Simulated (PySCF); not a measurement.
# Calcium: a sound run and one with changed settings

Sound run: Ca⁺ [Ar] 4s1, Ca²⁺ [Ar]. Calculation: PySCF 2.14, in x2c-SVPall; scalar relativity by spin-free X2C-1e. The sound run starts from symmetry-adapted Hartree-Fock orbitals and uses a fine grid where one is needed.

Changed run: radial step 1.2 in ln r (0.13 in the sound run). This setting is unsound on purpose.

| species | method | sound run (hartree) | changed run (hartree) | converged |
| --- | --- | --- | --- | --- |
| Ca⁺ | UHF | -679.33084 | -679.33084 | yes |
| Ca⁺ | r2SCAN | -680.07958 | -677.98489 | yes |
| Ca⁺ | B3LYP | -680.13618 | -679.22021 | yes |
| Ca²⁺ | UHF | -678.91527 | -678.91527 | yes |
| Ca²⁺ | r2SCAN | -679.65093 | -677.60743 | yes |
| Ca²⁺ | B3LYP | -679.69284 | -678.81682 | yes |

Ionisation energy of Ca⁺:

```tsv
method	sound run (eV)	changed run (eV)
UHF	11.308	11.308
r2SCAN	11.664	10.271
B3LYP	12.064	10.977
```

A coarse radial grid mis-integrates the density and the exchange-correlation energy, with errors of either sign; Hartree-Fock needs no grid.

For comparison, NIST gives 11.872 eV between the lowest levels.
